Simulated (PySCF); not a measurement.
NbO2Cl, SMILES [O]=[Nb](=[O])[Cl], multiplicity 1.

Geometry optimised at PBE-D3(BJ)/def2-SVP. The spin state was assumed, not searched. The def2 effective core potentials stand for the cores of Nb; spin–orbit coupling is left out.

The numbers are results of PBE/def2-TZVPD run with PySCF, not measurements.

Symmetry labels are those of the subgroup Cs that the program uses (full group Cs).

Computed valence orbital energies around the gap with their symmetry:
| orbital | symmetry | energy (eV) |
|---|---|---|
| HOMO−7 | A" | -9.58 |
| HOMO−6 | A' | -9.48 |
| HOMO−5 | A" | -9.31 |
| HOMO−4 | A' | -8.86 |
| HOMO−3 | A' | -8.47 |
| HOMO−2 | A" | -7.91 |
| HOMO−1 | A' | -7.88 |
| HOMO | A" | -7.20 |
| LUMO | A' | -4.72 |
| LUMO+1 | A' | -3.38 |
| LUMO+2 | A" | -2.57 |
| LUMO+3 | A' | -1.47 |
